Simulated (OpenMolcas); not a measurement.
**Ru III: effect of the active space**

| Quantity | Value |
| --- | --- |
| Program | OpenMolcas |
| Method | CASSCF or its RAS form |
| Basis | ANO-RCC-VTZP |
| Scalar Hamiltonian | DKH2, point nucleus |
| Spin-orbit coupling | state interaction with AMFI integrals over the reference wave functions, term energies averaged over their components |

A. 6 electrons in 5 orbitals (4d); 2S+1 = 5 even, 5 roots; 2S+1 = 3 even, 45 roots; 2S+1 = 1 even, 50 roots; cost roughly 22 core-seconds
B. 6 electrons in 6 orbitals (4d 5s); 2S+1 = 7 even, 1 root; 2S+1 = 5 even, 30 roots; 2S+1 = 3 even, 127 roots (107 in the spin-orbit step); 2S+1 = 1 even, 102 roots (62 in the spin-orbit step); cost roughly 100 core-seconds
C. 12 electrons in 8 orbitals (RAS1 4p, at most 2 holes; RAS2 4d); 2S+1 = 5 even, 5 roots; 2S+1 = 3 even, 45 roots; 2S+1 = 1 even, 49 roots; cost of the order of 30 core-seconds
D. 6 electrons in 9 orbitals (RAS2 4d 5s; RAS3 5p, at most 2 electrons); 2S+1 = 5 even, 30 roots; 2S+1 = 7 even, 1 root kept (CI in the orbitals of an earlier block); 2S+1 = 3 even, 87 roots kept (CI in the orbitals of an earlier block); 2S+1 = 1 even, 85 roots kept (CI in the orbitals of an earlier block); 2S+1 = 5 odd, 54 roots (12 in the spin-orbit step); 2S+1 = 7 odd, 3 roots kept (CI in the orbitals of an earlier block); 2S+1 = 3 odd, 89 roots kept (CI in the orbitals of an earlier block, 0 in the spin-orbit step); 2S+1 = 1 odd, 31 roots kept (CI in the orbitals of an earlier block, 0 in the spin-orbit step); cost roughly 120 core-seconds
E. 6 electrons in 10 orbitals (4d 5d); 2S+1 = 5 even, 5 roots; 2S+1 = 3 even, 45 roots; 2S+1 = 1 even, 49 roots; cost of the order of 2.8 core-minutes

Energies in eV above 4d6 5D4, the measured ground level; measured values from Moore, Atomic Energy Levels, vol. III, NSRDS-NBS 35 (1971 reprint of NBS Circular 467, 1958).

```json
{"Level": "4d6 5D4", "A": "0.0000", "B": "0.0000", "C": "0.0000", "D": "0.0000", "E": "0.0000", "Measured": "0.0000"}
{"Level": "4d6 5D3", "A": "0.1417", "B": "0.1507", "C": "0.1439", "D": "0.1499", "E": "0.1366", "Measured": "0.1437"}
{"Level": "4d6 5D2", "A": "0.2301", "B": "0.2419", "C": "0.2300", "D": "0.2422", "E": "0.2203", "Measured": "0.2264"}
{"Level": "4d6 5D1", "A": "0.2866", "B": "0.3007", "C": "0.2853", "D": "0.3014", "E": "0.2737", "Measured": "0.2810"}
{"Level": "4d6 5D0", "A": "0.3138", "B": "0.3291", "C": "0.3118", "D": "0.3301", "E": "0.2994", "Measured": "0.3070"}
{"Level": "4d6 3H6", "A": "2.2100", "B": "2.0694", "C": "2.3488", "D": "2.3153", "E": "2.1701", "Measured": ""}
{"Level": "4d6 3H5", "A": "2.2604", "B": "2.1182", "C": "2.3851", "D": "2.3609", "E": "2.2159", "Measured": ""}
{"Level": "4d6 3P2(1)", "A": "2.3594", "B": "2.1779", "C": "2.0898", "D": "2.3712", "E": "2.3060", "Measured": ""}
{"Level": "4d6 3F3(1)", "A": "2.5719", "B": "2.3964", "C": "2.4683", "D": "2.6165", "E": "2.5162", "Measured": ""}
{"Level": "4d6 3F2(1)", "A": "2.6392", "B": "2.4647", "C": "2.5247", "D": "2.6862", "E": "2.5820", "Measured": ""}
{"Level": "4d6 3P1(1)", "A": "2.7672", "B": "2.6029", "C": "2.5093", "D": "2.8024", "E": "2.7164", "Measured": ""}
{"Level": "4d6 3G5", "A": "2.8012", "B": "2.6265", "C": "2.8357", "D": "2.8665", "E": "2.7529", "Measured": ""}
{"Level": "4d6 3P0(1)", "A": "2.8717", "B": "2.6861", "C": "2.5938", "D": "2.8973", "E": "2.8178", "Measured": ""}
{"Level": "4d6 3G4", "A": "2.9398", "B": "2.7640", "C": "2.9492", "D": "3.0047", "E": "2.8861", "Measured": ""}
{"Level": "4d6 3G3", "A": "2.9779", "B": "2.8025", "C": "2.9831", "D": "3.0416", "E": "2.9210", "Measured": ""}
{"Level": "4d6 1I6", "A": "3.3855", "B": "3.1556", "C": "3.5859", "D": "3.5399", "E": "3.3208", "Measured": ""}
{"Level": "4d6 3D2", "A": "3.5411", "B": "3.2947", "C": "3.3805", "D": "3.5258", "E": "3.4650", "Measured": ""}
{"Level": "4d6 3D1", "A": "3.5560", "B": "3.3085", "C": "3.4020", "D": "3.5379", "E": "3.4799", "Measured": ""}
{"Level": "4d6 3D3", "A": "3.5845", "B": "3.3372", "C": "3.4360", "D": "3.5678", "E": "3.5133", "Measured": ""}
{"Level": "4d6 1G4(1)", "A": "3.6405", "B": "3.3419", "C": "3.5224", "D": "3.6874", "E": "3.5742", "Measured": ""}
{"Level": "4d6 1D2(1)", "A": "4.3872", "B": "4.1585", "C": "4.1453", "D": "4.5004", "E": "4.3096", "Measured": ""}
{"Level": "4d6 1F3", "A": "4.9279", "B": "4.6199", "C": "4.7728", "D": "4.9816", "E": "4.8325", "Measured": ""}
{"Level": "4d6 3P0(2)", "A": "5.6254", "B": "5.4761", "C": "5.2729", "D": "5.6907", "E": "5.4725", "Measured": ""}
{"Level": "4d6 3P1(2)", "A": "5.7445", "B": "5.5868", "C": "5.3878", "D": "5.8009", "E": "5.5829", "Measured": ""}
```

Deviations, from unrounded energies. A percentage is the sum of absolute deviations over the sum of measured energies, with the sign that they share, or ± where signs differ.

```tsv
Against measurement	Levels	A	B	C	D	E
mean absolute deviation (cm-1)	4	36	130	26	130	57
fine structure of the ground term (%)	4	±1.9	+6.7	+1.3	+6.8	-2.9
```

C lies closest to measurement on these levels and D furthest from it. The largest miss of C in the table is 4d6 5D0, by +39 cm-1. The ranking rests on the paired levels alone, and a cruder setting can come out closer through cancelling errors.

The spin-orbit steps hold different terms of 4d6 (B lacks a 1S; C lacks a 1S; D lacks a 1S; E lacks a 1S), which shifts levels as well.

Among A to E the level of the table that moves most is 4d6 1I6, by 3500 cm-1 (lowest in B, highest in C).

Without dynamic correlation excited terms often stand tens of per cent too high (terms of higher spin than the ground term too low), and those without a measured partner can miss by more than the paired ones. Levels of configurations with an s electron are missing; early in the row they begin among the upper levels of the d shell and mix with terms of their name (holds for A). Some high roots are left out of the spin-orbit mixing, which shifts the levels that they would mix with (holds for B; D). Active for correlation alone: 4p; no level in the range computed is led by a configuration that opens it, so any true level of that kind is missing (holds for C). Terms from blocks run as CI alone lack orbitals of their own (holds for D). Active for correlation alone: 5d; no level in the range computed is led by a configuration that fills it, so any true level of that kind is missing (holds for E). Computed and measured levels are paired by configuration, term and J; levels that our copy of the source lacks, or whose pairing is in doubt (as where it misses far off the trend of its configuration), stay unpaired and out of the deviations. Levels of configurations outside the active space are missing. The table leaves out levels that lie high or whose names do not pair safely across all columns.

A number in round brackets counts repeated terms of one configuration in the order of the reference energies.
